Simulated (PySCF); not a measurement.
# MCo for M along the chalcogens

r²SCAN with triple-zeta basis sets in PySCF, for the lowest determinant that a PBE0 search found; no spin–orbit coupling. De refers to high-spin ground-configuration atoms. A positive dipole means M(−)Co(+).

```tsv
M	basis	state (unpaired electrons)	Re (Å)	ωe (cm⁻¹)	De (eV)	μ (D)
O	def2-TZVPP	quartet (π ↑↑, δ ↑)	1.614	908	n/a	4.14
S	def2-TZVPP	quartet (π ↑↑, δ ↑)	1.968	536	n/a	4.39
Se	x2c-TZVPPall	quartet (π ↑↑, δ ↑)	2.082	398	n/a	4.04
```

The shortest bond is that of CoO (1.614 Å), the longest that of CoSe (2.082 Å).

The rows differ in basis set, which adds steps of its own.

Down a group the atoms grow and get heavier, so bonds lengthen and wavenumbers fall; this series shows no clear exception.

De is left out where the level can put another filling of the metal’s s and d shells below the measured ground configuration, by anything from nothing to about 1 eV. Spin–orbit coupling is left out. With d or f electrons several states lie close, and the lowest PBE0 determinant need not be the measured ground state.
